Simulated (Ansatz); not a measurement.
`CB[SiH](F)F` + H₂ → `B[SiH](F)F` + CH₄  (hydrogenolysis of a B–C bond)

Computed with Ansatz on PBE0-D4/def2-TZVP structures; ΔE is electronic, products minus reactants. CCSD(T)/CBS is the MP2 limit (def2-TZVPP, def2-QZVPP) plus CCSD(T) − MP2 in def2-TZVPP, frozen cores. This one scheme is used for every species. Functionals use def2-TZVPP. Each species was taken in one conformer, which may not be the lowest.

```json
{"level": "PBE-D4", "ΔE (eV)": "-0.03"}
{"level": "r2SCAN-D4", "ΔE (eV)": "-0.07"}
{"level": "r2SCAN", "ΔE (eV)": "-0.08"}
{"level": "HF/def2-TZVPP", "ΔE (eV)": "-0.41"}
{"level": "CCSD/def2-TZVPP", "ΔE (eV)": "-0.21"}
{"level": "CCSD(T)/def2-TZVPP", "ΔE (eV)": "-0.17"}
{"level": "HF/CBS(def2)", "ΔE (eV)": "-0.41"}
{"level": "MP2/CBS(def2)", "ΔE (eV)": "-0.10"}
```

What does CCSD(T)/CBS give? (Best estimate.)

Computed: -0.14 eV. The listed levels differ from it by 0.11, 0.07, 0.06, -0.27, -0.07, -0.03, -0.27, 0.04 eV.

Largest T1 diagnostic among the species: 0.012.

In def2-TZVPP, CCSD(T) changes the Hartree–Fock value by +0.24 eV (the triples alone add +0.05 eV) and MP2 by +0.28 eV. The D4 term adds +0.07 eV with B3LYP and +0.04 eV with PBE0; it sums over pairs of atoms, weighted by their polarisabilities, and B3LYP, whose exchange is more repulsive, gets the larger term.

B3LYP here is the variant with VWN-RPA as its local correlation; programs differ in this.
